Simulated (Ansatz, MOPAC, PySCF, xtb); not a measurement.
Potential energy surface of H2Mg, singlet: symmetric bend, bond length relaxed. Scanned: H-Mg-H angle. Other coordinates (Mg-H bond length) were minimised at B3LYP/def2-TZVP.

Methods: GFN1-xTB (xtb); RMP2/3-21G = PySCF 2.14.0 with restricted MP2 (frozen core)/3-21G; AM1, restricted, heats of formation (MOPAC); FCI/def2-TZVP = full CI/def2-TZVP, frozen core run with Ansatz (an electronic-structure program).

Energies relative to the lowest point of each profile, in kcal/mol; the last columns give the difference from FCI:

```
a / °   GFN1-xTB  RMP2/3-21G   AM1  FCI/def2-TZVP  GFN1-xTB − FCI/def2-TZVP  RMP2/3-21G − FCI/def2-TZVP  AM1 − FCI/def2-TZVP
------  --------  ----------  ----  -------------  ------------------------  --------------------------  -------------------
180          0.0         0.0   0.0            0.0                       0.0                         0.0                  0.0
170.84       0.2         0.4   0.3            0.3                      -0.1                         0.1                  0.1
160.20       1.0         1.7   1.6            1.3                      -0.3                         0.4                  0.3
149.45       2.4         4.0   3.9            3.1                      -0.7                         0.8                  0.7
140.47       4.2         6.6   6.5            5.4                      -1.2                         1.2                  1.1
129.60       7.1        10.6  10.8            9.1                      -2.0                         1.5                  1.7
120.97      10.2        14.6  15.1           12.8                      -2.6                         1.8                  2.2
109.35      15.8        21.2  22.1           19.0                      -3.2                         2.2                  3.1
100.07      21.6        27.7  28.9           25.0                      -3.4                         2.6                  3.9
91.25       28.8        35.1  36.5           32.0                      -3.1                         3.1                  4.6
81.03       40.0        45.5  47.0           41.8                      -1.9                         3.6                  5.2
70.75       55.5        58.5  59.6           54.2                       1.3                         4.3                  5.4
60          77.0        75.3  75.8           70.0                       6.9                         5.3                  5.8
```

GFN1-xTB is furthest from FCI/def2-TZVP at 60 (6.9 kcal/mol, above); its mean absolute difference over the points is 2.1 kcal/mol.

RMP2/3-21G is furthest from FCI/def2-TZVP at 60 (5.3 kcal/mol, above); its mean absolute difference over the points is 2.1 kcal/mol.

AM1 is furthest from FCI/def2-TZVP at 60 (5.8 kcal/mol, above); its mean absolute difference over the points is 2.6 kcal/mol.
